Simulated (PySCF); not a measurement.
Problem. What does the GFN2-xTB structure of `O=CO[SiH3]` look like in three dimensions?

Solution. 
```
atom  x, y, z in Å
O1     1.552   -0.946    0.655
C2     1.467    0.082    0.055
O3     0.352    0.637   -0.348
Si4   -1.160   -0.024   -0.072
H5     2.341    0.694   -0.235
H6    -1.225   -1.328   -0.720
H7    -1.371   -0.116    1.368
H8    -1.947    1.010   -0.727
```

Any rigid rotation of these coordinates is as good. Atoms count from 1 in this order. The 4 heavy atoms lie in one plane (0.001 Å rms). The 2 C–O bonds span 1.194 Å (O1=C2, drawn double) to 1.309 Å (C2–O3, drawn single), a spread of 0.115 Å. Si4 (oxygen-bound silicon) is distorted tetrahedral (angles from 97.7° to 114.3°).

Bonds between heavy atoms (Å): O1=C2 1.194, C2–O3 1.309, O3–Si4 1.674.

Structure optimised with GFN2-xTB, isolated species.

Point group: Cs (every atom within 0.08 Å of its image). Not checked by GFN2-xTB frequencies. The numbers are those of one conformer (O1–C2–O3–Si4 0°).

These are computed values.
